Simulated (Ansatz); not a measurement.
Input for Ansatz (an electronic-structure program): R-PBE/def2-TZVPP on H4N2Si (SMILES N[Si]N), a point of a torsion scan.

Ansatz 0.2 input:
```yaml
crystal:
  periodic: [false, false, false]
  atoms:
    - {symbol: N, position_ang: [1.37473205, 0.10578172, -0.17590143]}
    - {symbol: Si, position_ang: [-0.02324048, 0.29314037, 0.81471103]}
    - {symbol: N, position_ang: [0.64097042, 1.27393395, 2.05966339]}
    - {symbol: H, position_ang: [1.51057385, -0.72048090, -0.73289107]}
    - {symbol: H, position_ang: [2.26343443, 0.53929253, 0.04527814]}
    - {symbol: H, position_ang: [1.59653096, 1.60680786, 2.08581183]}
    - {symbol: H, position_ang: [0.07261724, 1.71556308, 2.76119820]}
basis:
  gaussian:
    orbitals: def2-TZVPP
hamiltonian:
  xc: {name: PBE}
scf: {lower_state_search: off}
```

Output:

```
WARN ansatz: RAYON_NUM_THREADS=1 ignored (pool sized by the plan → 1); use --threads N
Functional definition: PBE
these checks for a lower state are left out or cut short: stability, starts, cluster_reference, orbital_swaps, neighbouring_geometries, increment
integrals: 0.06 GiB planned
834 factors; their error is unknown
mean field: 0.49 GiB planned
mean field evaluation 1: about -10899.3146 eV, gradient 9.9e1 eV
mean field evaluation 2: about -10830.6103 eV, gradient 1.8e2 eV
mean field evaluation 4: about -10917.3132 eV, gradient 1.0e1 eV
mean field evaluation 8: about -10917.6055 eV, gradient 6.2e-2 eV
mean field evaluation 16: about -10917.5909 eV, gradient 2.4e-5 eV
mean field -10917.59094094 eV, -401.2140668705 hartree, gradient 2.2e-6 eV, S^2 0.000000; 0 other end points of the search recorded, 0 dependent functions left out
reference -10917.59097385 eV, -401.2140680801 hartree; 16, 16 occupied and 144, 144 virtual orbitals, 834 factors
Total energy: -10917.59097385 eV, -401.2140680801 hartree
Checks for a lower state left out: stability, starts, cluster_reference, orbital_swaps, neighbouring_geometries, increment
```

The run converged.

Cost: around 1.2 core-seconds (rough).
